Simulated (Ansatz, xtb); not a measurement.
**Two conformers of FGaH3NO**

Structure I is `[NH2][Ga]([OH])[F]`, a singlet and structure II is `[NH2][Ga]([OH])[F]`, a singlet. Both are isolated molecules in the gas phase, relaxed with B3LYP-D3(BJ)/def2-SVP.

I (Å):

```xyz
7

F     0.2987   -1.2601   -4.9948
Ga   -0.5534   -1.1358   -3.4687
N    -2.3376   -0.8529   -3.5307
O     0.4877   -1.2262   -2.0281
H    -2.8416   -0.9558   -4.4051
H    -2.9436   -0.9673   -2.7262
H     0.0172   -1.1100   -1.1930
```

II (Å):

```xyz
7

F     1.2698   -0.6412   -1.5689
Ga    0.8500   -0.5254    0.1368
N     0.3587    1.0686    0.8152
O     1.0210   -1.9964    1.1235
H     0.1083    1.8441    0.2122
H    -0.0488    1.1476    1.7401
H     1.3400   -2.7558    0.6185
```

**Question.** Estimate which is lower in electronic energy at CCSD(T)/def2-TZVP, and by roughly how much.

**Answer.** The CCSD(T)/def2-TZVP calculation puts structure II lower, by 1.57 kcal/mol.

The same difference at several levels:

```csv
level,geometry,E(II) − E(I) (kcal/mol),departure from the last row (kcal/mol),"job, with rough time for the two"
B3LYP-D3(BJ)/def2-SVP,B3LYP-D3(BJ)/def2-SVP,−1.98,−0.41,"optimisation, 31 s"
HF/def2-TZVP,B3LYP-D3(BJ)/def2-SVP,−1.58,−0.01,part of the CCSD(T) run
MP2/def2-TZVP,B3LYP-D3(BJ)/def2-SVP,−1.62,−0.05,part of the CCSD(T) run
CCSD(T)/def2-TZVP,B3LYP-D3(BJ)/def2-SVP,−1.57,,"single point, 78 s"
```

None of the levels shown reverses the order. The largest departure from CCSD(T)/def2-TZVP is that of B3LYP-D3(BJ)/def2-SVP, 0.41 kcal/mol. Levels run at GFN2-xTB geometries aren't shown.

With harmonic frequencies from B3LYP-D3(BJ)/def2-SVP (ideal gas, rigid rotor, one conformer each, 298.15 K, 1 atm): on the last row, ΔE + ΔZPE = −1.45, ΔH = −1.49, ΔG = −1.41 kcal/mol.

The correlated steps freeze 12 core orbitals; the filled d shell of Ga is correlated, in a basis made for valence electrons. Run with Ansatz 0.2.0; the last row on 2 threads of Intel(R) Xeon(R) Platinum 8488C (Sapphire Rapids) on a shared host.
